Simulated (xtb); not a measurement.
F₆Te, charge -1, doublet, from a rough starting geometry (a state made from the parent by changing its charge; the spin is typed, not shown lowest); GFN2-xTB in xtb.

xtb was given this input:
```
$ xtb mol.xyz --gfn 2 --chrg -1 --uhf 1 --opt vtight --json

# file mol.xyz
7

F     -0.41027589    -1.28915959    -1.27741081
Te     0.04098733     0.02821328    -0.01723339
F      1.81985612    -0.22395802    -0.45397080
F      0.21567054    -1.33245201     1.27942073
F     -0.11790516     1.34151868    -1.28692658
F      0.45322799     1.26960854     1.27847088
F     -1.84755686     0.22291880     0.43598497
```

Task: What does xtb print? Leave out banner, timings and long lists.

Result: 
```
   ID    Z sym.   atoms
    1    9 F      1, 3-7
    2   52 Te     2

           -------------------------------------------------
          |                Calculation Setup                |
           -------------------------------------------------

           -------------------------------------------------
          |                 G F N 2 - x T B                 |
           -------------------------------------------------

          ...................................................
          :                      SETUP                      :
          :.................................................:
          :  # basis functions                  34          :
          :  # atomic orbitals                  33          :
          :  # shells                           15          :
          :  # electrons                        49          :
          :  max. iterations                   250          :
          :  Hamiltonian                  GFN2-xTB          :
          :  restarted?                      false          :
          :  GBSA solvation                  false          :
          :  PC potential                    false          :
          :  electronic temp.          300.0000000     K    :
          :  accuracy                    1.0000000          :
          :  -> integral cutoff          0.2500000E+02      :
          :  -> integral neglect         0.1000000E-07      :
          :  -> SCF convergence          0.1000000E-05 Eh   :
          :  -> wf. convergence          0.1000000E-03 e    :
          :  Broyden damping             0.4000000          :
          :  net charge                         -1          :
          :  unpaired electrons                  1          :
          ...................................................

 iter      E             dE          RMSdq      gap      omega  full diag
   1    -28.5882913 -0.285883E+02  0.150E+01    4.88       0.0  T
   2    -27.1767753  0.141152E+01  0.148E+01   14.11       1.0  T
   3    -31.7486503 -0.457187E+01  0.440E+00    9.28       1.0  T
   4    -31.7093380  0.393123E-01  0.218E+00    7.63       1.0  T
   5    -31.7838953 -0.745573E-01  0.103E+00    8.51       1.0  T
   6    -31.8017009 -0.178056E-01  0.247E-01    8.13       1.0  T
   7    -31.8018824 -0.181484E-03  0.490E-02    8.22       1.0  T
   8    -31.8019155 -0.331338E-04  0.276E-02    8.19       1.4  T
   9    -31.8019235 -0.800631E-05  0.686E-03    8.20       5.5  T
  10    -31.8019243 -0.811314E-06  0.567E-04    8.20      66.7  T
  11    -31.8019243 -0.131669E-08  0.210E-04    8.20     180.1  T

   *** convergence criteria satisfied after 11 iterations ***

         :::::::::::::::::::::::::::::::::::::::::::::::::::::
         ::                     SUMMARY                     ::
         :::::::::::::::::::::::::::::::::::::::::::::::::::::
         :: total energy             -31.782775249669 Eh    ::
         :: gradient norm              0.251538988766 Eh/a0 ::
         :: HOMO-LUMO gap              8.199927755412 eV    ::
         ::.................................................::
         :: SCC energy               -31.801922830333 Eh    ::
         :: -> isotropic ES            0.192937967899 Eh    ::
         :: -> anisotropic ES         -0.015343088784 Eh    ::
         :: -> anisotropic XC         -0.025177252280 Eh    ::
         :: -> dispersion             -0.004949938707 Eh    ::
         :: repulsion energy           0.019147580664 Eh    ::
         :: add. restraining           0.000000000000 Eh    ::
         :: total charge              -1.000000000000 e     ::
         :::::::::::::::::::::::::::::::::::::::::::::::::::::

      -----------------------------------------------------------
     |                   =====================                   |
     |                        A N C O P T                        |
     |                   =====================                   |
[...]
 * total energy  :   -31.9038666 Eh     change       -0.4053916E-04 Eh
 * total energy  :   -31.9038888 Eh     change       -0.2215357E-04 Eh
 * total energy  :   -31.9039159 Eh     change       -0.2712689E-04 Eh
 * total energy  :   -31.9039596 Eh     change       -0.4373316E-04 Eh
 * total energy  :   -31.9039814 Eh     change       -0.2180280E-04 Eh
 * total energy  :   -31.9040207 Eh     change       -0.3923800E-04 Eh
 * total energy  :   -31.9040313 Eh     change       -0.1058380E-04 Eh
 * total energy  :   -31.9040383 Eh     change       -0.7022072E-05 Eh
 * total energy  :   -31.9040396 Eh     change       -0.1344379E-05 Eh
 * total energy  :   -31.9040401 Eh     change       -0.4825633E-06 Eh
 * total energy  :   -31.9040403 Eh     change       -0.1517528E-06 Eh
 * total energy  :   -31.9040403 Eh     change       -0.6134231E-07 Eh
   *** GEOMETRY OPTIMIZATION CONVERGED AFTER 25 ITERATIONS ***
         :: total energy             -31.904040325064 Eh    ::
[...]
        15        2.0000           -0.3433294              -9.3425
        16        2.0000           -0.3427396              -9.3264
        17        2.0000           -0.3401766              -9.2567
        18        2.0000           -0.3401728              -9.2566
        19        2.0000           -0.3380669              -9.1993
        20        2.0000           -0.3380621              -9.1991
        21        2.0000           -0.3376039              -9.1867
        22        2.0000           -0.3367125              -9.1624
        23        2.0000           -0.3359535              -9.1418
        24        2.0000           -0.3359443              -9.1415
        25        1.0000           -0.2787946              -7.5864 (HOMO)
        26                         -0.0077075              -0.2097 (LUMO)
        27                         -0.0075674              -0.2059
        28                          0.0373082               1.0152
        29                          0.3738835              10.1739
        30                          0.3739683              10.1762
        31                          0.4234033              11.5214
        32                          1.2534382              34.1078
        33                          1.2542468              34.1298
      -------------------------------------------------------------
                  HL-Gap            0.2710871 Eh            7.3767 eV
             Fermi-level           -0.2250825 Eh           -6.1248 eV

     #   Z          covCN         q      C6AA      α(0)
     1   9 F        0.681    -0.270    11.996     4.089
     2  52 Te       4.212     0.450   387.296    36.372
     3   9 F        0.723    -0.214    11.387     3.985
     4   9 F        0.681    -0.270    11.996     4.089
     5   9 F        0.723    -0.214    11.387     3.985
     6   9 F        0.723    -0.214    11.387     3.985
     7   9 F        0.681    -0.270    11.996     4.089

 Mol. C6AA /au·bohr⁶  :       1552.886341
 Mol. C8AA /au·bohr⁸  :      77553.808045
 Mol. α(0) /au        :         60.593867

Wiberg/Mayer (AO) data.
largest (>0.10) Wiberg bond orders for each atom

 ---------------------------------------------------------------------------
     #   Z sym  total        # sym  WBO       # sym  WBO       # sym  WBO
 ---------------------------------------------------------------------------
     1   9 F    1.112 --     2 Te   0.756     4 F    0.104     7 F    0.104
     2  52 Te   5.180 --     5 F    0.971     6 F    0.971     3 F    0.970
                             7 F    0.756     4 F    0.756     1 F    0.756
     3   9 F    1.226 --     2 Te   0.970
     4   9 F    1.112 --     2 Te   0.756     1 F    0.104     7 F    0.104
     5   9 F    1.226 --     2 Te   0.971
     6   9 F    1.226 --     2 Te   0.971
     7   9 F    1.112 --     2 Te   0.756     1 F    0.104     4 F    0.104
 ---------------------------------------------------------------------------

Topologies differ in total number of bonds
Writing topology from bond orders to xtbtopo.mol

molecular dipole:
                 x           y           z       tot (Debye)
 q only:       -0.106      -0.080       0.025
   full:       -0.324      -0.333       0.071       1.194
molecular quadrupole (traceless):
                xx          xy          yy          xz          yz          zz
 q only:        0.563       3.277       1.565      -0.599      -0.695      -2.129
  q+dip:        0.680       4.023       1.935      -0.732      -0.853      -2.615
   full:        0.778       4.590       2.206      -0.836      -0.973      -2.984

optimized geometry written to: xtbopt.xyz

           -------------------------------------------------
          | TOTAL ENERGY              -31.904040325064 Eh   |
          | GRADIENT NORM               0.000041518716 Eh/α |
          | HOMO-LUMO GAP               7.376654895049 eV   |
           -------------------------------------------------

normal termination of xtb
```
